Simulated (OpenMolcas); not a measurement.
CH4ClFOSi (SMILES C[Si](O)(F)Cl): methods side by side

The species is CH4ClFOSi (9 atoms), meant as a singlet with charge 0. As SMILES, `C[Si](O)(F)Cl`. The shape is that of a PBE0-D4/def2-TZVP optimisation. This is one conformer, not always the lowest.

Quantity: the HOMO–LUMO gap, in eV. The values are calculated.

```csv
level,kind,program,value (eV),CPU time
HF/def2-SVP,Hartree–Fock,OpenMolcas,17.01,17 s
PBE/def2-SVP,GGA,OpenMolcas,7.81,54 s
revPBE/def2-SVP,GGA,OpenMolcas,7.85,51 s
M06-L/def2-SVP,meta-GGA,OpenMolcas,8.96,62 s
TPSS/def2-SVP,meta-GGA,OpenMolcas,8.22,64 s
B3LYP/def2-SVP,global hybrid,OpenMolcas,9.63,49 s
BHLYP/def2-SVP,global hybrid,OpenMolcas,12.45,51 s
B2PLYP/def2-SVP,double hybrid,OpenMolcas,12.72,37 s
```

The values span 7.81 to 17.01 eV. Orbital gaps aren't excitation energies, and those of double hybrids come from the SCF part alone; they tend to grow with the share of exact exchange. CPU times are rough (shared hosts, several kinds of processor and program).
